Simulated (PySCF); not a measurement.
A calculated (PBE0, PySCF 2.14, aug-cc-pVDZ-DK, scalar relativity by spin-free X2C-1e) atom or ion has these occupied shells.

```csv
shell,electrons,orbital energy (eV),"rms radius, mean of both spins (bohr)"
1s α,1,-898.62,0.183
1s β,1,-896.12,0.183
2s α,1,-85.297,0.914
2s β,1,-78.374,0.914
2p α,3,-60.321,0.915
2p β,1,-55.667,0.915
```

Question: Name the element and its charge.

Answer: Ne²⁺ (neon, charge +2), in [He] 2s2 2p4, high-spin 3P determinant.
